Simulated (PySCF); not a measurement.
## Working out the ionisation energy of Pd

Pd [Kr] 4d10 (1S) → Pd⁺ [Kr] 4d9 (2D). Computed with PySCF 2.14 in x2c-TZVPPall with one added diffuse shell each of s, p, d, f type (9s7p7d3f1g, 95 functions), with scalar relativity by spin-free X2C-1e. Frozen: [Ar] 3d10. Energies in hartree (1 hartree = 27.21139 eV):

```csv
part,Pd (lower),Pd⁺ (upper)
UHF,-5042.742009,-5042.511705
MP2 opposite-spin,-0.448302,-0.388962
MP2 same-spin,-0.222931,-0.185998
```

Problem. What does Hartree-Fock give?

Solution. (-5042.511705) − (-5042.742009) = 0.230304 hartree = 6.267 eV.

Problem. What do MP2 and SCS-MP2 (6/5 opposite-spin, 1/3 same-spin) give?

Solution. The opposite-spin parts differ by 1.615 eV and the same-spin parts by 1.005 eV. MP2: 6.267 + (1.615) + (1.005) = 8.887 eV. SCS-MP2: 6.267 + 1.2 × (1.615) + (1.005)/3 = 8.540 eV.

Measured between the centres of the two terms (NIST): 8.512 eV, so MP2 (valence and next inner shell) is off by 0.375 eV.

What remains against the reference includes basis incompleteness, the frozen core and correlation beyond second order.
